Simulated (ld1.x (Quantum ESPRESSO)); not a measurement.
**u(r) = r·R(r): atom against pseudo-atom (As (Z = 33))**

Columns: radius, all-electron u(r) and pseudo u(r) of the 4p shell (level -5.67 eV) of arsenic in the configuration [Ar] 3d10 4s1.5 4p3.5; LDA (PZ), scalar-relativistic, TM scheme, ld1.x (Quantum ESPRESSO) 7.5.

```json
{"r (bohr)": "0.085", "all-electron": "0.1677", "pseudo": "0.0025"}
{"r (bohr)": "0.170", "all-electron": "0.1004", "pseudo": "0.0101"}
{"r (bohr)": "0.255", "all-electron": "-0.0859", "pseudo": "0.0228"}
{"r (bohr)": "0.340", "all-electron": "-0.2294", "pseudo": "0.0405"}
{"r (bohr)": "0.425", "all-electron": "-0.2878", "pseudo": "0.0633"}
{"r (bohr)": "0.510", "all-electron": "-0.2727", "pseudo": "0.0911"}
{"r (bohr)": "0.595", "all-electron": "-0.2089", "pseudo": "0.1237"}
{"r (bohr)": "0.680", "all-electron": "-0.1179", "pseudo": "0.1611"}
{"r (bohr)": "0.765", "all-electron": "-0.0153", "pseudo": "0.2030"}
{"r (bohr)": "0.850", "all-electron": "0.0887", "pseudo": "0.2487"}
{"r (bohr)": "0.935", "all-electron": "0.1879", "pseudo": "0.2977"}
{"r (bohr)": "1.020", "all-electron": "0.2789", "pseudo": "0.3487"}
{"r (bohr)": "1.105", "all-electron": "0.3598", "pseudo": "0.4005"}
{"r (bohr)": "1.190", "all-electron": "0.4302", "pseudo": "0.4513"}
{"r (bohr)": "1.275", "all-electron": "0.4901", "pseudo": "0.4995"}
{"r (bohr)": "1.360", "all-electron": "0.5399", "pseudo": "0.5434"}
{"r (bohr)": "1.445", "all-electron": "0.5805", "pseudo": "0.5814"}
{"r (bohr)": "1.530", "all-electron": "0.6126", "pseudo": "0.6127"}
{"r (bohr)": "1.615", "all-electron": "0.6370", "pseudo": "0.6370"}
{"r (bohr)": "1.700", "all-electron": "0.6547", "pseudo": "0.6547"}
{"r (bohr)": "1.785", "all-electron": "0.6664", "pseudo": "0.6664"}
{"r (bohr)": "1.870", "all-electron": "0.6729", "pseudo": "0.6729"}
{"r (bohr)": "1.955", "all-electron": "0.6749", "pseudo": "0.6749"}
{"r (bohr)": "2.040", "all-electron": "0.6730", "pseudo": "0.6730"}
{"r (bohr)": "2.125", "all-electron": "0.6678", "pseudo": "0.6678"}
{"r (bohr)": "2.210", "all-electron": "0.6599", "pseudo": "0.6599"}
```

(1) How many radial nodes do the two functions have?

(2) At about which radius was the pseudo-wave matched?

(3) Where does each function peak?

(4) Is the pseudo-wave norm-conserving?

Answers

(1) The all-electron 4p function has n − l − 1 = 2; the pseudo-wave has 0, since the states of the same l below it are removed with the core.

(2) 1.70 bohr. The columns agree to 0.0005 from 1.53 bohr on; several derivatives are matched, so the curves merge somewhat inside the radius.

(3) Outermost all-electron maximum near 1.96 bohr, pseudo maximum near 1.96 bohr (to the table’s step).

(4) Yes: the TM scheme keeps the norm inside the radius equal to the all-electron one, which fixes the energy derivative of the logarithmic derivative at the level.
